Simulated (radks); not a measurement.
Results of a calculation; reference values are marked as such.
Question: All-electron atom: Al2+ in [Ne] 7f1 (not the ground configuration). Code: a radial shooting solver on a logarithmic mesh with Libxc functionals. Model: non-relativistic Kohn-Sham, PBEsol, spin-unpolarised, spherical densities, point nucleus. Some entries of the table are withheld. Estimate them.

orbital,occ.,eigenvalue (eV),<r> (bohr),r(max) (bohr)
1s,2,(1),0.1207,0.07880
2s,2,(2),0.6256,0.4981
2p,6,-102.2594,0.5980,0.4279
7f,1,-2.2742,(3),25.20

Answer: 
(1) 1s eigenvalue (eV): -1538.155
(2) 2s eigenvalue (eV): -140.0707
(3) 7f <r> (bohr): 21.93
